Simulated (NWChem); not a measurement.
Everything below was run with NWChem. System: HI, charge 0, spin multiplicity 3, at the geometry of a parent with another charge or spin, in a state set for the comparison that need not be this species' ground state. Its SCF solution wasn't tested for a lower state. Level: UHF/def2-TZVP with def2 effective core potentials on I.

The NWChem input:

```
start mol
memory heap 200 mb stack 900 mb global 1100 mb
geometry units angstroms nocenter noautoz
  I      0.000000     0.000000     0.030237
  H      0.000000     0.000000    -1.602562
  symmetry group C2v
end
basis spherical
  * library def2-tzvp
end
ecp
  I library def2-ecp
end
scf
  uhf
  nopen 2
  maxiter 100
  thresh 1e-7
  semidirect memsize 60000000 filesize 0
  # guess.movecs holds the orbitals of an unrestricted PBE0 run
  vectors input guess.movecs output mol.movecs
end
task scf energy
```

NWChem printed:

```
             Northwest Computational Chemistry Package (NWChem) 7.3.0
             --------------------------------------------------------

                                NWChem Input Module
                                -------------------

 Scaling coordinates for geometry "geometry" by  1.889725989
 (inverse scale =  0.529177249)

 Turning off AUTOSYM since
 SYMMETRY directive was detected!

                             Geometry "geometry" -> ""
                             -------------------------

 Output coordinates in angstroms (scale by  1.889725989 to convert to a.u.)

  No.       Tag          Charge          X              Y              Z
 ---- ---------------- ---------- -------------- -------------- --------------
    1 I                   53.0000     0.00000000     0.00000000     0.03023700
    2 H                    1.0000     0.00000000     0.00000000    -1.60256200

 Effective nuclear repulsion energy (a.u.)      17.1768810472

            Nuclear Dipole moment (a.u.)
            ----------------------------
        X                 Y               Z
 ---------------- ---------------- ----------------
     0.0000000000     0.0000000000    -0.0000018897

      Symmetry information
      --------------------

 Group name             C2v
 Group number             16
 Group order               4
 No. of unique centers     2

      Symmetry unique atoms

     1    2


 Summary of "ao basis" -> "" (spherical)
 ------------------------------------------------------------------------------
       Tag                 Description            Shells   Functions and Types
 ---------------- ------------------------------  ------  ---------------------
 *                         def2-tzvp                  on all atoms

 Summary of "ao basis" -> "ao basis" (spherical)
 ------------------------------------------------------------------------------
       Tag                 Description            Shells   Functions and Types
 ---------------- ------------------------------  ------  ---------------------
 I                         def2-tzvp                16       50   6s5p3d2f
 H                         def2-tzvp                 4        6   3s1p

                                 NWChem SCF Module
                                 -----------------

  ao basis        = "ao basis"
  functions       =    56
  atoms           =     2
  alpha electrons =    14
  beta  electrons =    12
  charge          =   0.00
  wavefunction    = UHF
  use symmetry    = T
  symmetry adapt  = T

 Summary of "ao basis" -> "ao basis" (spherical)
 ------------------------------------------------------------------------------
       Tag                 Description            Shells   Functions and Types
 ---------------- ------------------------------  ------  ---------------------
 I                         def2-tzvp                16       50   6s5p3d2f
 H                         def2-tzvp                 4        6   3s1p

      Symmetry analysis of basis
      --------------------------

        a1         25
        a2          5
        b1         13
        b2         13

 Forming initial guess at       0.1s

   Symmetry analysis of molecular orbitals - initial alpha
   -------------------------------------------------------

  Numbering of irreducible representations:

     1 a1          2 a2          3 b1          4 b2

  Orbital symmetries:

     1 a1          2 b2          3 a1          4 b1          5 a1
     6 b2          7 a2          8 a1          9 b1         10 a1
    11 a1         12 b2         13 b1         14 a1         15 a1
    16 b2         17 a1         18 b2         19 b1         20 a2
    21 a1         22 b1         23 a1         24 a1

   Symmetry analysis of molecular orbitals - initial beta
   ------------------------------------------------------

  Numbering of irreducible representations:

     1 a1          2 a2          3 b1          4 b2

  Orbital symmetries:

     1 a1          2 b2          3 a1          4 b1          5 a1
     6 b2          7 a2          8 b1          9 a1         10 a1
    11 a1         12 b1         13 b2         14 a1         15 a1
    16 b1         17 b2         18 a1         19 b1         20 b2
    21 a2         22 a1         23 a1         24 a1

 Starting SCF solution at       0.1s

 ----------------------------------------------
         Quadratically convergent UHF

 Convergence threshold     :          1.000E-07
 Maximum no. of iterations :          100
 Integral*density screening:          1.000E-09
 ----------------------------------------------

              iter       energy          gnorm     gmax       time
             ----- ------------------- --------- --------- --------
                 1     -297.0700249571  2.67D-01  7.40D-02      0.7
                 2     -297.0765348869  9.94D-03  3.02D-03      0.7
                 3     -297.0765747431  6.86D-05  2.08D-05      0.8
                 4     -297.0765747450  9.62D-09  4.29D-09      0.8

       Final UHF  results
       ------------------

         Total SCF energy =   -297.076574745038
      One electron energy =   -533.189425592894
      Two electron energy =    228.010548467102
 Nuclear repulsion energy =      8.102302380754

                       Sz =      1.0000
                 Sz(Sz+1) =      2.0000
                      S^2 =      2.0178

        Time for solution =      0.7s

       Symmetry analysis of molecular orbitals - alpha
       -----------------------------------------------

  Numbering of irreducible representations:

     1 a1          2 a2          3 b1          4 b2
[...]
    11 a1         12 b2         13 b1         14 a1         15 a1
    16 b2         17 b1         18 a1         19 b2         20 a2
    21 a1         22 b1         23 a1         24 a1

       Symmetry analysis of molecular orbitals - beta
       ----------------------------------------------

  Numbering of irreducible representations:

     1 a1          2 a2          3 b1          4 b2

  Orbital symmetries:

     1 a1          2 a1          3 b2          4 b1          5 a1
     6 b2          7 a2          8 b1          9 a1         10 a1
    11 a1         12 b1         13 b2         14 a1         15 a1
    16 b1         17 b2         18 a1         19 b1         20 b2
    21 a2         22 a1         23 a1         24 a1

          Final alpha eigenvalues
          -----------------------

              1
    1   -7.7942
    2   -5.6547
    3   -5.6382
    4   -5.6324
    5   -2.3477
    6   -2.3421
    7   -2.3375
    8   -2.3267
    9   -2.3244
   10   -0.9849
   11   -0.5905
   12   -0.4918
   13   -0.4305
   14   -0.2097
   15    0.2292
   16    0.2307
   17    0.2515
   18    0.2679
   19    0.2905
   20    0.3022
   21    0.3087
   22    0.3187
   23    0.5119
   24    0.6001

          Final beta eigenvalues
          ----------------------

              1
    1   -7.7827
    2   -5.6323
    3   -5.6310
    4   -5.6292
    5   -2.3320
    6   -2.3307
    7   -2.3265
    8   -2.3218
    9   -2.3218
   10   -0.8726
   11   -0.4820
   12   -0.4004
   13   -0.0653
   14    0.1412
   15    0.2554
   16    0.2595
   17    0.2752
   18    0.3191
   19    0.3354
   20    0.3558
   21    0.3580
   22    0.3614
   23    0.5890
   24    0.6596

                    UHF Final Alpha Molecular Orbital Analysis
                    ------------------------------------------

 Vector   12  Occ=1.000000D+00  E=-4.917550D-01  Symmetry=b2
              MO Center=  1.9D-15, -4.9D-15,  4.8D-03, r^2= 1.8D+00
   Bfn.  Coefficient  Atom+Function         Bfn.  Coefficient  Atom+Function
  ----- ------------  ---------------      ----- ------------  ---------------
    17      0.626560  1 I  py                11     -0.477389  1 I  py
    14      0.376215  1 I  py                20      0.185003  1 I  py

 Vector   13  Occ=1.000000D+00  E=-4.304502D-01  Symmetry=b1
              MO Center= -8.7D-16, -1.6D-15,  4.4D-03, r^2= 1.9D+00
   Bfn.  Coefficient  Atom+Function         Bfn.  Coefficient  Atom+Function
  ----- ------------  ---------------      ----- ------------  ---------------
    16      0.593879  1 I  px                10     -0.467390  1 I  px
    13      0.370798  1 I  px                19      0.229128  1 I  px

 Vector   14  Occ=1.000000D+00  E=-2.097320D-01  Symmetry=a1
              MO Center=  1.0D-14,  3.0D-15, -4.4D-01, r^2= 3.4D+00
   Bfn.  Coefficient  Atom+Function         Bfn.  Coefficient  Atom+Function
  ----- ------------  ---------------      ----- ------------  ---------------
    53      0.914586  2 H  s                 21      0.567332  1 I  pz
     6     -0.543656  1 I  s                 18      0.496496  1 I  pz
    52      0.340415  2 H  s                 12     -0.293716  1 I  pz
    15      0.230114  1 I  pz                 5     -0.165301  1 I  s

 Vector   15  Occ=0.000000D+00  E= 2.292146D-01  Symmetry=a1
              MO Center=  1.2D-13,  4.2D-14, -1.4D-01, r^2= 6.3D+00
   Bfn.  Coefficient  Atom+Function         Bfn.  Coefficient  Atom+Function
  ----- ------------  ---------------      ----- ------------  ---------------
    21      1.399151  1 I  pz                18     -1.198670  1 I  pz
    53     -0.258378  2 H  s                 34      0.231166  1 I  d  0
    12      0.196871  1 I  pz                52      0.184739  2 H  s

 Vector   16  Occ=0.000000D+00  E= 2.306809D-01  Symmetry=b2
              MO Center=  5.1D-15, -1.1D-13,  6.3D-02, r^2= 6.5D+00
   Bfn.  Coefficient  Atom+Function         Bfn.  Coefficient  Atom+Function
  ----- ------------  ---------------      ----- ------------  ---------------
    20      1.590265  1 I  py                17     -1.309136  1 I  py
    11      0.217967  1 I  py

 Vector   17  Occ=0.000000D+00  E= 2.514960D-01  Symmetry=b1
              MO Center=  8.6D-13,  2.2D-15,  5.9D-02, r^2= 6.5D+00
   Bfn.  Coefficient  Atom+Function         Bfn.  Coefficient  Atom+Function
  ----- ------------  ---------------      ----- ------------  ---------------
    19      1.592588  1 I  px                16     -1.348924  1 I  px
    10      0.223902  1 I  px

                     UHF Final Beta Molecular Orbital Analysis
                     -----------------------------------------

 Vector   10  Occ=1.000000D+00  E=-8.725824D-01  Symmetry=a1
              MO Center= -1.3D-16,  1.4D-16, -1.6D-01, r^2= 1.3D+00
   Bfn.  Coefficient  Atom+Function         Bfn.  Coefficient  Atom+Function
  ----- ------------  ---------------      ----- ------------  ---------------
     5      0.782994  1 I  s                  3     -0.528136  1 I  s
     2      0.516304  1 I  s                  6      0.457547  1 I  s
     4     -0.433232  1 I  s                  1     -0.244885  1 I  s

 Vector   11  Occ=1.000000D+00  E=-4.819899D-01  Symmetry=a1
              MO Center=  1.5D-15,  2.3D-15, -2.5D-01, r^2= 2.0D+00
   Bfn.  Coefficient  Atom+Function         Bfn.  Coefficient  Atom+Function
  ----- ------------  ---------------      ----- ------------  ---------------
    18      0.478643  1 I  pz                12     -0.405685  1 I  pz
    15      0.319788  1 I  pz                 5      0.200567  1 I  s
    52     -0.172623  2 H  s                 21      0.153370  1 I  pz

 Vector   12  Occ=1.000000D+00  E=-4.004401D-01  Symmetry=b1
              MO Center= -3.0D-15,  6.3D-16,  2.0D-02, r^2= 2.0D+00
   Bfn.  Coefficient  Atom+Function         Bfn.  Coefficient  Atom+Function
  ----- ------------  ---------------      ----- ------------  ---------------
    16      0.575019  1 I  px                10     -0.460183  1 I  px
    13      0.365180  1 I  px                19      0.256732  1 I  px

 Vector   13  Occ=0.000000D+00  E=-6.533158D-02  Symmetry=b2
              MO Center= -6.9D-15, -1.6D-14,  1.7D-02, r^2= 2.6D+00
   Bfn.  Coefficient  Atom+Function         Bfn.  Coefficient  Atom+Function
  ----- ------------  ---------------      ----- ------------  ---------------
    20      0.487853  1 I  py                17      0.409324  1 I  py
    11     -0.395546  1 I  py                14      0.302880  1 I  py

 Vector   14  Occ=0.000000D+00  E= 1.411804D-01  Symmetry=a1
              MO Center= -1.2D-15, -1.5D-15, -2.9D-01, r^2= 5.2D+00
   Bfn.  Coefficient  Atom+Function         Bfn.  Coefficient  Atom+Function
  ----- ------------  ---------------      ----- ------------  ---------------
    53      1.606656  2 H  s                 21      1.166948  1 I  pz
     6     -0.835147  1 I  s                  3      0.189733  1 I  s
     5     -0.171436  1 I  s                 15      0.168003  1 I  pz
     2     -0.166934  1 I  s                 12     -0.153972  1 I  pz

 Vector   15  Occ=0.000000D+00  E= 2.554080D-01  Symmetry=a1
              MO Center=  1.7D-15,  9.1D-15, -4.5D-01, r^2= 6.4D+00
   Bfn.  Coefficient  Atom+Function         Bfn.  Coefficient  Atom+Function
  ----- ------------  ---------------      ----- ------------  ---------------
    21      1.359013  1 I  pz                18     -1.185910  1 I  pz
    53     -0.402862  2 H  s                 52      0.273968  2 H  s
    12      0.196026  1 I  pz                 5      0.154155  1 I  s

 center of mass
 --------------
 x =   0.00000000 y =   0.00000000 z =   0.03282778

 moments of inertia (a.u.)
 ------------------
           9.519469988566           0.000000000000           0.000000000000
           0.000000000000           9.519469988566           0.000000000000
           0.000000000000           0.000000000000           0.000000000000

  Mulliken analysis of the total density
  --------------------------------------

    Atom       Charge   Shell Charges
 -----------   ------   -------------------------------------------------------
    1 I   25    24.78   0.19 -0.77  1.59  1.01  1.15  0.78 -0.49  6.44  1.28  2.61  0.84  9.24  0.78  0.13  0.01  0.00
    2 H    1     1.22   0.23  0.58  0.40  0.02

  Mulliken analysis of the alpha density
  --------------------------------------

    Atom       Charge   Shell Charges
 -----------   ------   -------------------------------------------------------
    1 I   25    13.02   0.09 -0.39  0.80  0.50  0.58  0.38 -0.25  3.23  0.79  1.64  0.52  4.61  0.41  0.11  0.01  0.00
    2 H    1     0.98   0.17  0.43  0.37  0.01

   Mulliken analysis of the beta density
   -------------------------------------

    Atom       Charge   Shell Charges
 -----------   ------   -------------------------------------------------------
    1 I   25    11.75   0.09 -0.38  0.79  0.51  0.57  0.40 -0.24  3.21  0.49  0.97  0.32  4.63  0.37  0.03  0.00  0.00
    2 H    1     0.25   0.07  0.15  0.02  0.01

   Mulliken analysis of the spin density
   -------------------------------------

    Atom       Charge   Shell Charges
 -----------   ------   -------------------------------------------------------
    1 I   25     1.27   0.00 -0.00  0.01 -0.01  0.02 -0.03 -0.01  0.02  0.30  0.67  0.20 -0.01  0.03  0.08  0.01  0.00
    2 H    1     0.73   0.10  0.28  0.35 -0.00

       Multipole analysis of the density wrt the origin
       ------------------------------------------------

     L   x y z        total         alpha         beta         nuclear
     -   - - -        -----         -----         ----         -------
     0   0 0 0     -0.000000    -14.000000    -12.000000     26.000000

     1   1 0 0     -0.000000     -0.000000     -0.000000      0.000000
     1   0 1 0      0.000000      0.000000      0.000000      0.000000
     1   0 0 1      0.232683      1.591012      0.241583     -1.599912

     2   2 0 0    -21.342029    -11.865053     -9.476976      0.000000
     2   1 1 0      0.000000      0.000000     -0.000000      0.000000
     2   1 0 1     -0.000000      0.000000     -0.000000      0.000000
     2   0 2 0    -18.614655    -12.228470     -6.386185      0.000000
     2   0 1 1      0.000000      0.000000     -0.000000      0.000000
     2   0 0 2    -24.801049    -23.115364    -10.938534      9.252849

 Task  times  cpu:        0.8s     wall:        0.8s

 Total times  cpu:        0.9s     wall:        0.9s
```
